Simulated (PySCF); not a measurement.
Geometry (Å), atoms numbered from 1 in this order:
```xyz
16

C    -1.9069    0.4844   -0.4363
C    -0.9347    0.3705    0.7298
N    -0.1139   -0.8219    0.7269
Si    1.3639   -1.0110   -0.1631
Si    2.6454    0.9433    0.0590
H    -1.3692    0.5112   -1.3974
H    -2.5174    1.3981   -0.3612
H    -2.5926   -0.3781   -0.4625
H    -0.2663    1.2502    0.7319
H    -1.4899    0.4274    1.6831
H    -0.6313   -1.6676    0.9457
H     1.2277   -1.2888   -1.6380
H     2.0968   -2.1804    0.4162
H     3.9929    0.7261   -0.5556
H     2.8226    1.3069    1.4995
H     2.0032    2.1016   -0.6403
```

Geometry: PBE0-D3(BJ)/def2-SVP; GIAO shifts from PySCF, gas phase, non-relativistic, averaged over equivalent atoms.

At PBE0/pcSseg-1 (154 basis functions, 13 s wall time on 1 thread of an Arm Neoverse V2, shared host):
```json
{"atoms": "C2", "δ (ppm)": "43.2"}
{"atoms": "C1", "δ (ppm)": "21.6"}
{"atoms": "N3", "δ (ppm)": "26.0"}
{"atoms": "Si4", "δ (ppm)": "-48.7"}
{"atoms": "Si5", "δ (ppm)": "-110.9"}
{"atoms": "H12/H13", "δ (ppm)": "5.00"}
{"atoms": "H14/H15/H16", "δ (ppm)": "3.54"}
{"atoms": "H9/H10", "δ (ppm)": "2.70"}
{"atoms": "H6/H7/H8", "δ (ppm)": "1.02"}
{"atoms": "H11", "δ (ppm)": "-0.12"}
```

Chemical shifts δ = σref − σ; TMS for 13C (σ = 184.41 ppm) and 29Si (σ = 351.99 ppm) and 1H (σ = 31.27 ppm); 15N (σ = 265.67 ppm) vs NH3, all at this level.

Question: Predict the values at B97-2/pcSseg-2 on the same geometry.

Answer: 
```csv
atoms,δ at B97-2/pcSseg-2,change
C2,45.2,+2.0
C1,22.6,+1.0
N3,27.3,+1.3
Si4,-49.0,-0.3
Si5,-109.1,+1.8
H12/H13,5.03,+0.03
H14/H15/H16,3.50,-0.04
H9/H10,2.85,+0.15
H6/H7/H8,1.03,+0.01
H11,0.16,+0.28
```

Scale: TMS for 13C (183.46 ppm) and 29Si (347.59 ppm) and 1H (31.36 ppm); 15N (259.60 ppm) against NH3 (reference shieldings calculated alike).

The largest change is at C2 (sp3 CH2 bonded to N). Cost: 348 basis functions, 52 s wall time on 1 thread of an Arm Neoverse V2, shared host.

Experimental scales use liquid or dissolved standards, which lie at an offset from isolated NH3 (liquid NH3: subtract about 20 ppm).
